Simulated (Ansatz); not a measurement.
Isolated molecules relaxed with PBE0-D4/def2-TZVP in Ansatz; ΔE leaves out vibrations. CCSD(T)/CBS is the MP2 limit (def2-TZVPP, def2-QZVPP) plus CCSD(T) − MP2 in def2-TZVPP, frozen cores. DFT in def2-TZVPP. For Ga outer-core shells are correlated without core-valence functions, which leaves a few kJ/mol of doubt a bond. Scalar relativity is left out up to krypton. Each species was taken in one conformer, which may not be the lowest.

Consider the substitution at a C–Ga bond: `C[CH](F)[GaH][NH2]` + `OCF` → `CC(F)OCF` + `[NH2][GaH2]`.

CCSD(T)/CBS gives +0.5 kJ/mol.

(1) Another level gave -0.3 kJ/mol. Which?
A. PBE-D4/def2-TZVPP
B. HF/def2-TZVPP
C. ωB97X-V/def2-TZVPP
D. CCSD/def2-TZVPP

Largest T1 diagnostic among the species: 0.014.

Answers

(1) A. PBE-D4 -0.3, CCSD/def2-TZVPP -7.4, HF/def2-TZVPP -25.0, ωB97X-V -12.2 kJ/mol.

In def2-TZVPP, CCSD(T) changes the Hartree–Fock value by +18.3 kJ/mol (the triples alone add +0.7 kJ/mol) and MP2 by +23.0 kJ/mol. From PBE to PBE0 (25 % exact exchange), in def2-TZVPP and without D4, ΔE moves by −4.2 kJ/mol.
